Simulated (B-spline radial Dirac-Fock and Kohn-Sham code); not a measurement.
X-ray form factors of bismuth in several charge states

Method: Dirac-Fock orbitals of the configuration average with a finite nucleus. Computed with a radial atomic solver.

Configurations: Bi⁶⁹⁺ [Ne] 3s2 3p2; Bi⁷⁰⁺ [Ne] 3s2 3p1; Bi⁷²⁺ [Ne] 3s1; Bi⁷³⁺ [He] 2s2 2p6; Bi⁷⁷⁺ [He] 2s2 2p2. The first column is f₀ of Bi⁶⁹⁺, the others are differences from it.

| s (Å⁻¹) | Bi⁶⁹⁺ | Δ Bi⁷⁰⁺ | Δ Bi⁷²⁺ | Δ Bi⁷³⁺ | Δ Bi⁷⁷⁺ |
| --- | --- | --- | --- | --- | --- |
| 0 | 14.000 | -1.000 | -3.000 | -4.000 | -8.000 |
| 0.1 | 13.989 | -0.998 | -2.994 | -3.992 | -7.990 |
| 0.2 | 13.956 | -0.991 | -2.975 | -3.966 | -7.961 |
| 0.3 | 13.900 | -0.981 | -2.943 | -3.924 | -7.913 |
| 0.4 | 13.824 | -0.966 | -2.899 | -3.866 | -7.846 |
| 0.5 | 13.727 | -0.947 | -2.844 | -3.793 | -7.761 |
| 0.7 | 13.474 | -0.899 | -2.701 | -3.604 | -7.540 |
| 0.9 | 13.151 | -0.839 | -2.521 | -3.364 | -7.260 |
| 1.1 | 12.769 | -0.768 | -2.310 | -3.085 | -6.930 |
| 1.4 | 12.111 | -0.650 | -1.957 | -2.615 | -6.369 |
